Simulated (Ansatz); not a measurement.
Program: Ansatz. Geometries: PBE0-D4/def2-TZVP. ΔE: electronic, gas phase. CCSD(T)/CBS is the MP2 limit (def2-TZVPP, def2-QZVPP) plus CCSD(T) − MP2 in def2-TZVPP, frozen cores. Double bonds are as drawn, so ΔE can hold a change between cis and trans. For Ge outer-core shells are correlated without core-valence functions, which leaves a few kJ/mol of doubt a bond. Scalar relativity is left out up to krypton. One conformer a species, not always the lowest.

`O=C/C(F)=C/F` + `[OH][GeH3]` → `O=C[O][GeH3]` + `F/C=C/F`  (substitution at a C–C bond)

`O=C/C(F)=C/F`:

Z-matrix (Å, degrees):
```
C
C 1 1.469
O 1 1.203 2 124.3
H 1 1.109 2 113.4 3 -180.0
C 2 1.330 1 122.7 3 0.0
F 2 1.333 1 115.5 3 -180.0
F 5 1.317 2 122.5 1 -180.0
H 5 1.082 2 121.7 1 0.0
```

`[OH][GeH3]`:

Cartesian coordinates in Å:
```
O 0.704 -0.762 0.898
Ge -0.188 0.093 -0.387
H 0.757 -0.256 1.711
H -0.156 -0.870 -1.576
H 0.516 1.423 -0.719
H -1.632 0.373 0.073
```

`O=C[O][GeH3]`:

Cartesian coordinates in Å:
```
O 0.634 -0.438 1.651
C 0.152 -1.211 0.866
O -0.304 -0.884 -0.326
Ge -0.142 0.907 -0.714
H 0.038 -2.288 1.061
H 1.342 1.274 -0.709
H -0.974 1.701 0.293
H -0.746 0.938 -2.121
```

`F/C=C/F`:

```xyz
6

F     0.158    1.092    1.374
C    -0.152    0.021    0.641
C     0.153   -0.021   -0.641
F    -0.158   -1.092   -1.374
H    -0.656   -0.768    1.185
H     0.656    0.768   -1.185
```

```csv
level,ΔE (kcal/mol)
HF/def2-QZVPP,-12.6
MP2/CBS(def2),-10.2
```

Question: What does CCSD(T)/CBS give? (An estimate is asked.)

Answer: The calculation gave: -10.7 kcal/mol. The listed levels differ from it by -1.9, 0.5 kcal/mol.

Largest T1 diagnostic among the species: 0.015.

In def2-TZVPP, CCSD(T) changes the Hartree–Fock value by +1.5 kcal/mol (the triples alone add +0.1 kcal/mol) and MP2 by +2.0 kcal/mol.
